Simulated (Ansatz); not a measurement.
Basis sets compared for Zn2Cl6. Total charge 0; singlet. Geometry r2SCAN-D4/def2-SVP. Ansatz on 4 threads of Arm Neoverse V1 on a shared host; times are rough, and most runs start from earlier orbitals.

Cartesian coordinates in Å:
```
Zn 1.1129 0.0859 -0.1613
Zn -1.6427 0.1386 -1.6021
Cl -3.5055 0.1758 -2.5861
Cl -0.3551 1.7942 -0.6440
Cl 1.4651 -0.2476 2.2902
Cl -0.1663 -1.5682 -1.1276
Cl 3.2624 0.1548 0.1985
Cl -0.1708 -0.5334 3.6323
```

In the singlet, Cl5 and Cl8 lie 2.14 Å apart (atoms count from 1), so these atoms are partly bonded to each other. Another isomer (singlet) lies 0.09 eV lower at PBE-D4/def2-SVP; other spin states weren't run for this one.

Binding counts from free atoms (Zn singlet, Cl doublet) in the same basis, without a counterpoise term.

```
           level  functions  energy (Eh)  HOMO (eV)  LUMO (eV)  binding per atom (eV)  wall time
       HF/STO-3G         90   -6242.1047      -5.16       1.05                   1.69      3.9 s
 PBE-D4/def2-SVP        170   -6317.1641      -7.03      -4.96                   2.29      2.5 s
PBE0-D4/def2-SVP        170   -6317.4473      -8.52      -4.33                   2.23      4.6 s
```

Question: Estimate the rows for HF/def2-TZVP, PBE-D4/def2-TZVP (with forces), PBE0-D4/def2-TZVP.

Answer: 
```csv
level,functions,energy (Eh),HOMO (eV),LUMO (eV),binding per atom (eV),wall time
HF/def2-TZVP,318,-6312.9021,-12.03,-0.64,1.45,19 s
PBE-D4/def2-TZVP (with forces),318,-6318.6569,-7.48,-5.15,2.20,7.5 s
PBE0-D4/def2-TZVP,318,-6318.9088,-8.87,-4.41,2.16,24 s
```
